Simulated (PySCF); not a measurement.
A structure optimised at PBE0-D3(BJ)/def2-SVP, used in a PySCF frequency run:

```xyz
11

I      0.0002    -1.3394     0.0000
C      0.0382     0.7451     0.0000
C      1.1395     1.5248     0.0000
C      0.6893     2.9510     0.0000
C     -0.8038     2.8623     0.0000
C     -1.1748     1.5658     0.0000
H      2.1780     1.1961     0.0000
H      1.0687     3.5013    -0.8817
H      1.0687     3.5013     0.8817
H     -1.4687     3.7269     0.0000
H     -2.1894     1.1670     0.0000
```
Charge 0, spin multiplicity 1.

### Question
Write its SMILES, formula and point group.

### Answer
IC1=CCC=C1, C5H5I, Cs

### Question
What are its rotational constants (standard atomic weights)?

### Answer
8.2439, 0.95518, 0.86057 GHz
